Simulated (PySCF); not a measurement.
## How methods differ on the ionisation energy of Cl⁺

Cl⁺ [Ne] 3s2 3p4 (3P) → Cl²⁺ [Ne] 3s2 3p3 (4S), as a difference of total energies. Calculation: PySCF 2.14, in aug-cc-pwCVTZ (8s7p5d3f, 75 functions); no relativity, point nucleus. Correlated levels: valence: [Ne] frozen. The calculations carry no spin-orbit coupling.

```
           method  ionisation energy (eV)
              UHF                  22.589
    MP2 (valence)                  23.386
SCS-MP2 (valence)                  23.475
   CCSD (valence)                  23.498
CCSD(T) (valence)                  23.531
```

Task: How much does correlation contribute at CCSD(T) (valence)?

Result: 23.531 − (22.589) = 0.942 eV, measured against UHF.

A first-order spin-orbit estimate (lowest level to lowest level, LS coupling) adds 0.039 eV.

Errors of the correlated levels include the incompleteness of this basis and the frozen core.

For comparison: 23.814 eV (measured; NIST Atomic Spectra Database, ionization energies).
